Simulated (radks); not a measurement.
Spherical quantum dot in the effective-mass picture: electrons in a parabolic well V = omega^2 r^2 / 2 with omega = 0.169, all in effective atomic units (hartree* = m*/eps^2 hartree, bohr* = eps/m* bohr), one dielectric constant everywhere. Method: non-relativistic Kohn-Sham, exchange-only LDA, spin-polarised, spherical densities; computed with a radial shooting solver with Libxc functionals. Levels are named by radial order and angular momentum (1s, 1p, 1d, 2s, ...), and open shells are averaged over m.

N = 21, configuration 1s2 1p6 1d10 2s2 1f(up 1, down 0). This is the lowest configuration that the search found. Occupied and some empty levels:

level,occupation,eigenvalue (hartree*),<r> (bohr*)
1s up,1,3.3316,5.854
1s down,1,3.3349,5.745
1p up,3,3.3692,6.709
1p down,3,3.3740,6.650
1d up,5,3.4199,7.301
1d down,5,3.4257,7.270
2s up,1,3.4560,5.637
2s down,1,3.4585,5.683
1f up,1,3.4814,7.771
1f down,0,3.4878,7.756
2p up,0,3.5306,6.443
2p down,0,3.5335,6.454
1g up,0,3.5524,8.170
1g down,0,3.5590,8.166
2d up,0,3.6108,7.114
2d down,0,3.6142,7.111

Energy (hartree*): total 43.5014, kinetic 2.0922, external 15.198, Hartree 28.922, exchange-correlation -2.7105.
